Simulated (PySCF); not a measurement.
Sn(H)(F)(Me)2, SMILES [SnH]([CH3])([CH3])[F] (CAM-B3LYP/def2-SVP optimised geometry):

```
11

Sn    -0.291    -0.054     0.000
C      1.848    -0.054     0.000
C     -1.163    -1.379    -1.434
F     -0.792    -0.783     1.735
H     -0.982     1.514     0.000
H      2.231     0.465    -0.890
H      2.221     0.457     0.897
H      2.218    -1.088    -0.004
H     -2.231    -1.514    -1.218
H     -1.055    -0.968    -2.448
H     -0.662    -2.355    -1.391
```

Level of theory: PySCF with CAM-B3LYP/def2-TZVP, def2 effective core potentials past Kr.

**Question.** What are the frontier orbital energies and the dipole moment?

**Answer.** HOMO-2 -11.83 eV, HOMO-1 -10.00 eV, HOMO -9.64 eV, LUMO 0.87 eV, LUMO+1 1.08 eV; dipole moment 3.24 D.

On the same geometry PBE/def2-TZVP, def2 effective core potentials past Kr in PySCF 2.14.0 gives HOMO-2 -8.36 eV, HOMO-1 -7.26 eV, HOMO -7.02 eV, LUMO -0.82 eV, LUMO+1 -0.62 eV; dipole moment 3.06 D.
